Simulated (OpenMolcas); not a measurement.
What dynamic correlation does to the levels of Cl II

| Item | Value |
| --- | --- |
| Program | OpenMolcas 26.06 |
| Basis | ANO-R3 [6s5p4d3f1g] |
| Scalar Hamiltonian | X2C, finite nucleus |
| Active space | 4 electrons in 3 orbitals (3p) |
| State averaging | 2S+1 = 3 even, 3 roots; 2S+1 = 1 even, 6 roots |
| Spin-orbit coupling | state interaction with AMFI integrals over the reference wave functions, term energies averaged over their components |

Methods on the same reference wave functions:
A. CASSCF
B. SS-CASPT2, IPEA 0.25 Eh, imaginary shift 0.1 Eh (closed shells correlated: 2s 2p 3s)

Energies in cm-1 above 3s2 3p4 3P2, the measured ground level; measured values from NIST Handbook of Basic Atomic Spectroscopic Data.

```
      Level      A      B  Measured
3s2 3p4 3P2    0.0    0.0       0.0
3s2 3p4 3P1    649    652       696
3s2 3p4 3P0    943    941       996
3s2 3p4 1D2  14432  11780     11654
3s2 3p4 1S0  35439  28970     27878
```

Deviations, from unrounded energies. A percentage is the sum of absolute deviations over the sum of measured energies, with the sign that they share, or ± where signs differ.

| Against measurement | Levels | A | B |
| --- | --- | --- | --- |
| mean absolute deviation (cm-1) | 4 | 2600 | 330 |
| fine structure of the ground term (%) | 2 | -5.9 | -5.9 |
| other terms of the ground configuration (%) | 2 | +26.2 | +3.1 |

B lies closest to measurement on these levels. The largest miss of B in the table is 3s2 3p4 1S0, by +1100 cm-1. The ranking rests on the paired levels alone, and a cruder setting can come out closer through cancelling errors.

From A to B the spin-free energies of the other terms of 3s2 3p4 shown, above 3P, scale by factors of 0.81 to 0.82.

The lowest spin-free term lies below A's lowest term by 0.428 hartree in B.

Term energies are means over components that CASPT2 splits; among the terms shown or strongly mixed into the levels shown the widest spread is 190 cm-1 (3s2 3p4 1D, B). With the s shell closed, the reference lacks s² → p² mixing. Without dynamic correlation excited terms often stand tens of per cent too high (terms of higher spin than the ground term too low), and those without a measured partner can miss by more than the paired ones (holds for A). Measured partners are found by configuration, term and J. A level has none where our copy of the source lacks it or the pairing is in doubt (some pairs that miss far off the trend of their configuration count as doubtful), and it then counts in no deviation. Levels of configurations outside the active space are missing.
